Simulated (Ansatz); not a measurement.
```xyz
8

F     1.859    1.420   -1.164
C     0.583    1.085   -1.086
C    -0.113    0.922    0.088
Ge   -0.500   -0.808    0.871
O    -0.147    0.984   -2.050
H     0.535   -0.847    2.008
H    -1.919   -0.783    1.443
H    -0.299   -1.972   -0.109
```

The species carries charge 0 and has multiplicity 1. The bonds changed during the relaxation, so this is another structure than the one it started from.

List the ωB97M-V/def2-TZVPP orbital energies in eV (Ansatz). (Estimate.)

Ansatz gave: Occupied: -10867.36, -1363.22, -1210.95, -1210.93, -1210.93, -679.10, -526.96, -286.34, -283.88, -175.00, -124.28, -124.23, -124.21, -38.47, -37.09, -37.05, -37.02, -36.97, -36.96, -33.06, -24.24, -20.47, -19.22, -17.40, -17.04, -15.45, -13.98, -13.80, -12.94, -12.53, -11.80, -9.73. Lowest empty: -1.63, 1.58, 2.05, 2.98, 3.09, 3.46, 4.64, 6.18.
